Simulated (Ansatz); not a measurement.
Consider the ligand exchange at a B–Se bond: `FB(F)[SeH]` + HCl → `FB(F)Cl` + H₂Se.

Computed with Ansatz on PBE0-D4/def2-TZVP structures; ΔE is electronic, products minus reactants. CCSD(T)/CBS adds triple-zeta CCSD(T) − MP2 to the extrapolated MP2 energy (def2 sets, frozen cores). This one scheme is used for every species. Functionals use def2-TZVPP. HSE06 is defined as in plane-wave codes. For Se outer-core shells are correlated without core-valence functions, which leaves a few kJ/mol of doubt a bond. Scalar relativity is left out up to krypton. One conformer a species, not always the lowest.

Question: Is it downhill or uphill in electronic energy at CCSD(T)/CBS, and by how much? (Estimate.)

Answer: The calculation gave: Downhill: ΔE = -4.8 kcal/mol.

Question: What do these levels give: r2SCAN-D4, HSE06-D4, ωB97X-V, revPBE, r2SCAN0, HSE06, LC-ωPBE, RPA@PBE/def2-TZVPP, HF/def2-SVP, MP2/def2-TZVPP, SCS-MP2/def2-QZVPP, MP2/CBS(def2)? (An estimate is asked.)

Answer: Computed: r2SCAN-D4 -5.6, HSE06-D4 -5.2, ωB97X-V -5.8, revPBE -5.2, r2SCAN0 -5.9, HSE06 -5.5, LC-ωPBE -5.7, RPA@PBE/def2-TZVPP -4.9, HF/def2-SVP -9.4, MP2/def2-TZVPP -5.0, SCS-MP2/def2-QZVPP -5.3, MP2/CBS(def2) -4.6 kcal/mol.

Largest T1 diagnostic among the species: 0.012.

At CCSD(T), def2-SVP lies −3.8 kcal/mol from the extrapolated value and def2-TZVPP −0.4 kcal/mol. Leaving LDA and LC-ωPBE aside and taking each functional with its dispersion term where it has one, the values, not all of them listed here, spread over 1.9 kcal/mol, from B97M-V to revPBE-D4.
